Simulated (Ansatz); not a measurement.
Program: Ansatz. Geometries: PBE0-D4/def2-TZVP. ΔE: electronic, gas phase. CCSD(T)/CBS is the MP2 limit (def2-TZVPP, def2-QZVPP) plus CCSD(T) − MP2 in def2-TZVPP, frozen cores. This one scheme is used for every species, atoms too. For atomizations the MP2-based limit and the directly extrapolated one differ by several kJ/mol either way, and by 10 to 25 for some Ge, Se and Sn compounds, so smaller differences from it don't rank the levels. Functionals use def2-TZVPP. HSE06 is defined as in plane-wave codes. No spin–orbit coupling; open shells (•) take unrestricted orbitals. Spin–orbit coupling would lower the free atoms: a little for B, C, F. For Zn outer-core shells are correlated without core-valence functions, so the limit isn't a true one: a few kJ/mol of doubt a bond, and 10 to 20 or more in all where bonds break to atoms. Scalar relativity is left out up to krypton. One conformer a species, not always the lowest.

Consider the atomization: `[CH3][Zn][BH]F` → B• + C• + F• + 4 H• + Zn (atom).

```tsv
level	ΔE (kJ/mol)	difference from CCSD(T)/CBS
HSE06-D4	2648.6	18.8
BHLYP-D4	2564.3	-65.5
PBE-QIDH	2640.1	10.3
revPBE	2583.7	-46.1
BLYP	2596.6	-33.2
r2SCAN0	2624.4	-5.4
BHLYP	2551.6	-78.2
CAM-B3LYP	2649.5	19.7
CCSD/def2-SVP	2497.8	-132.0
HF/def2-TZVPP	1994.2	-635.6
MP2/def2-TZVPP	2636.6	6.8
SCS-MP2/def2-TZVPP	2606.2	-23.6
CCSD/def2-TZVPP	2539.2	-90.6
MP2/def2-QZVPP	2670.4	40.6
SCS-MP2/def2-QZVPP	2643.7	13.9
CCSD/CBS(def2)	2594.9	-34.9
CCSD(T)/CBS	2629.8	0
```

Largest T1 diagnostic among the species: 0.017.

From r2SCAN to r2SCAN0 (25 % exact exchange), in def2-TZVPP and without D4, ΔE moves by −41.4 kJ/mol: exact exchange takes away binding that semilocal exchange gives to molecules. Leaving LDA and LC-ωPBE aside and taking each functional with its dispersion term where it has one, the values, not all of them listed here, spread over 122.4 kJ/mol, from BHLYP-D4 to PBE-D4. LDA lies +339.3 kJ/mol from PBE without D4, its usual overbinding.
